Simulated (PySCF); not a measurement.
Compound: C₃H₈OSe₂.
SMILES: `COC[Se][Se]C`

Torsions of this conformer, `[CH3:1][O:2][CH2:3][Se:4][Se:5][CH3:6]`: C1–O2–C3–Se4 -68°, O2–C3–Se4–Se5 -65°, C3–Se4–Se5–C6 -92°.

The closed-shell ground state was solved at several levels (PySCF, density fitting, gas phase). Geometry: PBE0-D3(BJ)/def2-SVP, one conformer, isolated molecule. Relativistic effects, spin–orbit coupling among them, are left out although an element past zinc is present.

```tsv
level	basis functions	HOMO (eV)	LUMO (eV)	gap (eV)	dipole (D)
PBE0/pcSseg-1	190	-6.39	-0.97	5.42	1.38
wB97X-D/def2-SVPD	229	-8.21	0.49	8.70	1.36
B3LYP/pcJ-1 (pcSseg-1 on Se)	270	-6.11	-1.14	4.97	1.29
```

(1) Estimate the row for HF/pcSseg-1, a basis of 190 functions; the other rows only guide the guess.

(2) Over all these levels, which gives the widest orbital gap and which the narrowest?

(3) How far do the dipole and the HOMO energy spread over the levels?

Answers

(1) HOMO -8.96 eV, LUMO 2.65 eV, gap 11.61 eV, dipole 1.55 D.

(2) HF/pcSseg-1 (Hartree–Fock, all exact exchange) has the widest, 11.61 eV, and B3LYP/pcJ-1 (pcSseg-1 on Se) (global hybrid, 20 % exact exchange) the narrowest, 4.97 eV. Functional and basis both differ between the two, so the spread mixes both effects. The HOMO need not be the same orbital at Hartree–Fock and at DFT levels.

(3) The dipole runs from 1.29 to 1.55 D (mean 1.40 D) and the HOMO from -8.96 to -6.11 eV.
